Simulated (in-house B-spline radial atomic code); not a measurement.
# La2+: 2s2 2p6 3s2 3p6 3d10 4s2 4p6 4d10 5s2 5p6 5d1 6s2 (with a hole in an inner shell)

Method: Dirac-Hartree-Fock, average of configuration, Fermi nucleus of rms radius 4.855 fm. Calculated with an all-electron radial atomic-structure program (B-spline basis).

Effective charges: Z_r = [3n² - l(l+1)]/(2<r>) from the radius, Z_e = n√(-2ε) from the energy, and Slater's rules. Values are occupation-weighted means over j. An effective charge above Z reflects the relativistic contraction of the inner shells.

```csv
shell,electrons,ε (eV),<r> (bohr),Z_r,Z_e,Slater
2s,2,-6776.9,0.1043,57.52,44.64,54.55
2p,6,-6197.3,0.09085,55.03,42.68,54.55
3s,2,-1551.2,0.2745,49.18,32.03,47.75
3p,6,-1344.8,0.2699,46.31,29.83,47.75
3d,10,-1016.9,0.2466,42.58,25.94,37.85
4s,2,-364.15,0.6236,38.49,20.69,31.25
4p,6,-289.95,0.6518,35.29,18.47,31.25
4d,10,-170.8,0.7095,29.60,14.17,19.85
5s,2,-78.509,1.432,26.19,12.01,13.25
5p,6,-54.878,1.598,22.84,10.04,13.25
5d,1,-26.786,2.111,16.35,7.02,5.00
6s,2,-19.002,3.425,15.76,7.09,5.00
```

The least bound orbital is 6s1/2 at -19 eV, and it is also the most diffuse (<r> = 3.425 bohr). The part-filled 5d shell lies below the filled 6s shell in orbital energy.

Spin-orbit splittings of the orbital energies (j = l + 1/2 above j = l - 1/2 when positive): 2p 466.2 eV, 3p 94.51 eV, 3d 20.86 eV, 4p 21.04 eV, 4d 3.96 eV, 5p 3.742 eV, 5d 0.3687 eV.
